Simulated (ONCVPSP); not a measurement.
# What one change does to a pseudopotential (scandium, ONCV)

Sc, optimised norm-conserving Vanderbilt (ONCV), made with ONCVPSP 4.0.1 (Wu-Cohen, scalar-relativistic). Core [Ne], reference 3s2 3p6 3d1 4s1.75 (charge +0.25). Waves: 3s+4s: rc 1.60 bohr, ncon 5, nbas 10, qcut 7.5 1/bohr, 2 projectors; 3p: rc 1.85 bohr, ncon 5, nbas 10, qcut 8.4 1/bohr, 2 projectors, debl 1.3 Ha; 3d: rc 2.10 bohr, ncon 4, nbas 8, qcut 9 1/bohr, 2 projectors, debl 1 Ha. Local part: polynomial inside 1.05 bohr (lpopt 5, dvloc0 0 Ha). Core correction: Teter function fitted to the true core (icmod 2), fcfact 0.55.

All-electron outer shells of the reference configuration (Wu-Cohen, scalar-relativistic, ld1.x):

| shell | level (eV) | outermost node (bohr) | outermost maximum (bohr) |
| --- | --- | --- | --- |
| 2p | -389.89 | – | 0.23 |
| 3s | -56.51 | 0.42 | 0.92 |
| 3p | -35.19 | 0.39 | 0.97 |
| 4s | -5.52 | 1.33 | 3.06 |
| 3d | -4.82 | – | 1.10 |

Change: s: qcut 11.1.

Cutoffs: the cutoffs (Ha) at which the residual kinetic energy of the hardest occupied pseudo-wave falls to 1 and 0.1 mHa per electron; they do not see the model core or the augmentation charge, which bear on the density cutoff. Errors are all-electron minus pseudo energies relative to the spin-unpolarised reference configuration.

Task: How do hardness, ghosts and transferability respond?

Result: The potential gets harder (25 Ha and 29 Ha → 34 Ha and 41 Ha); of the 4 tests that both files solve, the error grows in 0 and shrinks in 1 by more than 15 % and 0.3 meV (median size 0.2 → 0.1 meV); neither file shows a bound ghost. The waves are optimised to have the least kinetic energy above qcut, so the cutoff follows it (qcut²/2 in Ha).

| quantity | base | changed |
| --- | --- | --- |
| cutoff, loose | 25 Ha | 34 Ha |
| cutoff, tight | 29 Ha | 41 Ha |
| loose cutoff by channel | s 21 Ha, p 18 Ha, d 25 Ha | s 34 Ha, p 18 Ha, d 25 Ha |
| bound ghosts | none | none |
| GHOST(+) flags under 300 eV | none | none |
| error for 3s2 3p6 3d1 4s2, meV [ΔE -1.21 eV] | +0.1 | +0.1 |
| error for 3s2 3p6 3d1 4s1, meV [ΔE 5.69 eV] | -0.3 | -0.2 |
| error for 3s2 3p6 3d1 4s0, meV [ΔE 18.28 eV] | -1.2 | -0.3 |
| error for 3s2 3p6 3d1 4s1 4p1, meV [ΔE 1.59 eV] | 0.0 | 0.0 |
| s: phases at 1.63 bohr within 0.05 rad from the reference energy up to (Ha; the scan ends near 5) | to the end of the scan | to the end of the scan |
| p: phases at 1.88 bohr within 0.05 rad from the reference energy up to (Ha; the scan ends near 5) | to the end of the scan | to the end of the scan |
| d: phases at 2.13 bohr within 0.05 rad from the reference energy up to (Ha; the scan ends near 5) | to the end of the scan | to the end of the scan |
| rms error of d²Exc/dni dnj with the model core, mHa | 0.84 | 0.99 |
